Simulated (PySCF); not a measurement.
## Working out the excitation energy of O⁺

O⁺ [He] 2s2 2p3 (4S) → O⁺ [He] 2s1 2p4 (4P). Calculation: PySCF 2.14, in ANO-RCC-VTZP; scalar relativity by spin-free X2C-1e. Frozen: 1s2. Energies in hartree (1 hartree = 27.21139 eV):

```tsv
part	O⁺ (lower)	O⁺ (upper)
UHF	-74.428428	-73.878171
CCSD correlation	-0.110042	-0.111162
(T)	-0.001531	-0.001934
```

Problem. What does Hartree-Fock give?

Solution. (-73.878171) − (-74.428428) = 0.550257 hartree = 14.973 eV.

Problem. What do CCSD and CCSD(T) give?

Solution. The CCSD correlation energies differ by -0.001120 hartree = -0.030 eV and the triples by -0.000403 hartree = -0.011 eV, so CCSD gives 14.943 eV and CCSD(T) 14.932 eV.

Measured between the centres of the two terms (NIST): 14.870 eV, so CCSD(T) (valence) is off by 0.062 eV.

What remains against the reference includes basis incompleteness, the frozen core and higher excitations.
